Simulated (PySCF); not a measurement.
In(Me)2(OH)(OH2), C2H9InO2, singlet (PBE0/def2-SVP optimised geometry):

```
14

In    -1.404    -1.174     0.000
C     -1.851    -1.697    -2.040
H     -2.938    -1.700    -2.206
H     -1.463    -2.695    -2.292
H     -1.398    -0.951    -2.708
C     -1.967    -1.835     1.971
H     -2.214    -2.906     1.973
H     -2.844    -1.274     2.326
H     -1.131    -1.661     2.664
O     -0.596     0.767     0.000
H     -0.776     1.323     0.765
O      0.974    -1.174     0.000
H      0.718    -0.193     0.019
H      1.404    -1.323    -0.850
```

Computed with PBE0/def2-TZVP, def2 effective core potentials past Kr run with PySCF.

### Question
What are the frontier orbital energies and the dipole moment?

### Answer
HOMO-2 -8.05 eV, HOMO-1 -7.96 eV, HOMO -7.24 eV, LUMO -0.08 eV, LUMO+1 0.06 eV; dipole moment 0.86 D.

On the same geometry PySCF with PBE/def2-TZVP, def2 effective core potentials past Kr gives HOMO-2 -6.57 eV, HOMO-1 -6.48 eV, HOMO -5.95 eV, LUMO -0.89 eV, LUMO+1 -0.68 eV; dipole moment 0.77 D.
